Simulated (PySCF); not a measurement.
CH₅Si, SMILES [SiH2]C (connectivity only; charge and spin as stated), charge +1, multiplicity 1.

Geometry optimised at PBE-D3(BJ)/def2-TZVP. The spin state was assumed, not searched. The isomer is the one that the SMILES or the coordinates give; other isomers of the formula were not compared.

These are PBE-D3(BJ)/def2-TZVP in PySCF values and carry that method's errors.

Frequencies are harmonic and unscaled.

```tsv
mode	ν (cm⁻¹)	IR (km/mol)	moving atoms (share of kinetic energy)
1	45	1.3	H 100 %
2	476	0.1	H 93 %
3	489	4.3	H 96 %
4	743	19.9	C 45 %, H 30 %, Si 24 %
5	806	55.1	H 69 %, C 18 %, Si 13 %
6	856	57.4	H 73 %, C 20 %
7	938	87.2	H 90 %, Si 9 %
8	1224	45.5	H 82 %, C 17 %
9	1334	9.4	H 97 %
10	1360	9.0	H 95 %
11	2215	4.6	H 98 %
12	2264	3.1	H 95 %
13	2908	59.8	H 95 %
14	3015	20.8	H 93 %
15	3078	21.9	H 90 %, C 10 %
```
